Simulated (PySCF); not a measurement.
Computed with PBE-D3(BJ)/def2-TZVP // r2SCAN-D4/def2-SVP (PySCF 2.14.0). Gas-phase values, no solvent. One relaxed conformer stands for a flexible species; it need not be the lowest. 

Reference species: [Zr(F)4] (neutral, multiplicity 1).

```yaml
HOMO: -10.15 eV
charge on the central atom (Mulliken): 1.63 e
```

Changed species: [Zr(F)(OH)3] (3 of 4 F replaced by OH; the reference has 0 of 4 F replaced by OH).

Q: Predict the effect on the HOMO and charge on the central atom (Mulliken).

A: the HOMO rises by 2.94 eV, to -7.21 eV; the charge on the central atom (Mulliken) is nearly the same.
